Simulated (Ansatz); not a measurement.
Frontier orbitals of `C#[C][Ge]([CH3])([F])[F]`.

```xyz
10

C    -2.183   -1.320    0.993
C    -1.429   -0.602    0.388
Ge   -0.182    0.487   -0.513
C     1.665    0.290   -0.041
F    -0.672    2.126   -0.287
F    -0.386    0.213   -2.204
H    -2.860   -1.951    1.522
H     1.798    0.506    1.019
H     1.988   -0.731   -0.244
H     2.262    0.984   -0.632
```

Charge 0, multiplicity 1. Correlated methods include outer-core shells of Ge, which these sets cover unevenly. Scalar relativity is left out up to krypton. All single points use the PBE0-D4/def2-TZVP geometry. Basis def2-TZVPP, Ansatz 0.2.0.

```json
{"functional": "PBE", "HOMO (eV)": "-7.62", "LUMO (eV)": "-1.52", "gap (eV)": "6.10"}
{"functional": "revPBE", "HOMO (eV)": "-7.54", "LUMO (eV)": "-1.41", "gap (eV)": "6.13"}
{"functional": "PBE0", "HOMO (eV)": "-8.89", "LUMO (eV)": "-0.59", "gap (eV)": "8.30"}
{"functional": "r2SCANh", "HOMO (eV)": "-8.36", "LUMO (eV)": "-0.96", "gap (eV)": "7.40"}
{"functional": "r2SCAN0", "HOMO (eV)": "-9.07", "LUMO (eV)": "-0.46", "gap (eV)": "8.61"}
{"functional": "CAM-B3LYP", "HOMO (eV)": "-10.27", "LUMO (eV)": "0.52", "gap (eV)": "10.79"}
{"functional": "ωB97X-V", "HOMO (eV)": "-11.30", "LUMO (eV)": "1.62", "gap (eV)": "12.92"}
{"functional": "ωB97M-V", "HOMO (eV)": "-11.17", "LUMO (eV)": "1.48", "gap (eV)": "12.65"}
```

A quarter of exact exchange (PBE0) shifts PBE's HOMO by −1.27 eV and its LUMO by +0.94 eV; full exchange at long range (ωB97M-V) shifts them by −3.55 and +3.01 eV. The gap opens from 6.10 to 12.65 eV, since occupied levels lose self-interaction and empty ones feel all the electrons. A positive LUMO is unbound and depends on the basis.
